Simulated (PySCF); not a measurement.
A structure optimised at TPSSh-D3(BJ)/def2-TZVPD, used in a PySCF frequency run:

```
N
H 1 1.0103
H 1 1.0103 2 108.87
Be 1 1.5034 2 125.57 3 180.00
H 4 1.3331 2 158.54 1 180.00
```
Charge 0, spin multiplicity 1.

Question: Write its SMILES, formula and point group.

Answer: [BeH][NH2], BeH3N, C2v

Question: What are its rotational constants (standard atomic weights)?

Answer: 371.14, 24.923, 23.355 GHz
